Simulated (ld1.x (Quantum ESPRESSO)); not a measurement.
## Varying the ultrasoft potential for Cu (Z = 29)

Base potential:

* Element: copper
* Generator: ld1.x (Quantum ESPRESSO) 7.5
* Type: ultrasoft
* Functional: PBE
* Relativity: scalar-relativistic
* Frozen core: [Ar]
* Valence charge: 11
* Reference configuration: 3d10 4s0 4p0 (charge +1)
* Partial waves: 4s (bound, empty): rcut 1.90, rcutus 2.45 bohr; 4s channel at 1.6 Ry: rcut 1.90, rcutus 2.45 bohr; 4p (bound, empty): rcut 2.80, rcutus 3.00 bohr; 4p channel at 2.95 Ry: rcut 2.80, rcutus 3.00 bohr; 3d (bound): rcut 0.95, rcutus 1.30 bohr; 3d channel at 3.45 Ry: rcut 0.95, rcutus 1.30 bohr
* Local potential: all-electron potential smoothed inside 2.80 bohr (lloc = -2)
* Core correction: Bessel-smoothed model core inside 1.30 bohr
* Augmentation charge: PSQ, inside the norm-conserving radii

All-electron outer shells of the reference configuration (PBE, scalar-relativistic, ld1.x):

```
shell  level (eV)  outermost node (bohr)  outermost maximum (bohr)
   3p      -80.79                   0.26                      0.62
   3d      -13.66                      –                      0.60
   4s      -11.89                   0.89                      2.13
   4p       -6.55                   0.97                      2.81
```

Cutoffs, loose and tight: the cutoffs (Ry, on a coarse ladder) from which the occupation-weighted sum of valence levels, in a spherical-Bessel basis at the reference potential, stays within 10 and 1 mRy of its value at 400 Ry. They do not see the model core or the augmentation charge, which bear on the density cutoff. Test errors are all-electron minus pseudo excitation energies from the reference, over the configurations 3d10 4s1 4p0; 3d9 4s0 4p0; 3d8 4s0 4p0; 3d9 4s1 4p1; 3d9 4s1 4p0; 3d10 4s0 4p1; 3d10 4s0.5 4p0. A dash means not determined; rows that change the core or the reference have their own tests. The largest error is taken over the tests solved by every variant that gives reliable tests at all: 3d10 4s0 4p1; 3d10 4s1 4p0; 3d9 4s0 4p0; 3d9 4s1 4p0; 3d9 4s1 4p1.

Cutoffs are not given where the Bessel-basis levels miss the radial ones by over 6 mRy, ghosts where they miss by over 20 mRy; a channel whose overlap is not positive is not tested.

```tsv
change	outcome	cutoff, loose	cutoff, tight	bound ghosts	largest test error (meV)
base	generated	70 Ry	120 Ry	none	-120
waves 4s (bound): rcut 1.90, rcutus 2.36 bohr; 4s channel at 1.6 Ry: rcut 1.90, rcutus 2.36 bohr	generated	70 Ry	120 Ry	none	-117
augmentation built from norm-conserving waves at rcut, not smoothed further	generated	–	–	not determined	test run stopped at test 1 of 7 (negative rho)
local potential all-electron potential smoothed inside 1.52 bohr (lloc = -2)	generated	70 Ry	120 Ry	none	-118
functional LDA (PZ)	generated	70 Ry	120 Ry	none	-114
type TM; waves now 4s (bound): rc 2.45 bohr; 3d (bound): rc 1.30 bohr; 4p (bound): rc 3.00 bohr; local potential the p channel	generated	160 Ry	300 Ry	none	-379
core correction Bessel-smoothed model core inside 1.16 bohr	generated	70 Ry	120 Ry	none	-124
all radii but the core radius scaled by about 1.41 (s 3.46, p 4.24, d 1.84 bohr, rcut 2.68/3.96/1.34); local potential all-electron potential smoothed inside 3.96 bohr (lloc = -2)	generated	35 Ry	50 Ry	none	-174
wave 4s channel at 1.6 Ry: rcut 1.90, rcutus 2.45 bohr becomes 4s channel at -0.49 Ry: rcut 1.90, rcutus 2.45 bohr	generated	70 Ry	120 Ry	none	-119
waves 4p (bound): rcut 2.80, rcutus 2.96 bohr; 4p channel at 2.95 Ry: rcut 2.80, rcutus 2.96 bohr	generated	70 Ry	120 Ry	none	-113
```
